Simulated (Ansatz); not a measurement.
Isolated molecules relaxed with PBE0-D4/def2-TZVP in Ansatz; ΔE leaves out vibrations. CCSD(T)/CBS is the MP2 limit (def2-TZVPP, def2-QZVPP) plus CCSD(T) − MP2 in def2-TZVPP, frozen cores. This one scheme is used for every species. DFT in def2-TZVPP. One conformer a species, not always the lowest.

Consider the silylene formation by 1,1-elimination: `F[SiH2][SiH](F)S` → `F[Si]S` + `F[SiH3]`.

`F[SiH2][SiH](F)S`:

Cartesian coordinates in Å:
```
F 0.933 1.054 -1.585
Si -0.476 0.376 -1.203
Si -0.168 -0.696 0.863
F 0.427 -2.164 0.618
S 1.122 0.514 2.031
H -1.488 1.456 -1.079
H -0.851 -0.546 -2.304
H -1.405 -0.853 1.665
H 1.907 0.858 0.994
```

`F[Si]S`:

Cartesian coordinates in Å:
```
F 1.236 -0.553 -0.797
Si -0.333 -0.409 -1.155
S -1.054 0.470 0.675
H 0.150 0.492 1.276
```

`F[SiH3]`:

Cartesian coordinates in Å:
```
F 1.506 -0.004 0.405
Si -0.039 0.000 -0.011
H -0.846 -0.303 1.194
H -0.245 -1.036 -1.050
H -0.376 1.343 -0.539
```

```json
{"species": "`F[SiH2][SiH](F)S`", "revPBE-D4 energy (Eh)": "-1179.29777"}
{"species": "`F[Si]S`", "revPBE-D4 energy (Eh)": "-788.09822"}
{"species": "`F[SiH3]`", "revPBE-D4 energy (Eh)": "-391.14888"}
```

(1) Work out ΔE.

(2) What do rigid-rotor, harmonic-oscillator terms from PBE0-D4/def2-TZVP frequencies (298.15 K, 1 bar) make of the CCSD(T)/CBS value? (An estimate is asked.)

Largest T1 diagnostic among the species: 0.015.

Answers

(1) ΔE = (-788.09822) + (-391.14888) − (-1179.29777) = 0.05067 Eh = +133.0 kJ/mol. CCSD(T)/CBS gives +132.8 kJ/mol.

(2) Ansatz gave: ΔZPE = -7.5 kJ/mol, ΔH = +126.4 kJ/mol, ΔS = 148 J/(mol·K), ΔG = +82.3 kJ/mol. Modes under 50 cm⁻¹ make the entropy rough.

The D4 term adds +16.0 kJ/mol with B3LYP and +8.9 kJ/mol with PBE0; it sums over pairs of atoms, weighted by their polarisabilities, and B3LYP, whose exchange is more repulsive, gets the larger term. From BLYP to BHLYP (50 % exact exchange), in def2-TZVPP and without D4, ΔE moves by +32.0 kJ/mol. Leaving LDA and LC-ωPBE aside and taking each functional with its dispersion term where it has one, the values, not all of them listed here, spread over 40.4 kJ/mol, from BLYP-D4 to r2SCAN0-D4. LDA lies +28.9 kJ/mol from PBE without D4.

B3LYP here is the variant with VWN-RPA as its local correlation; programs differ in this.
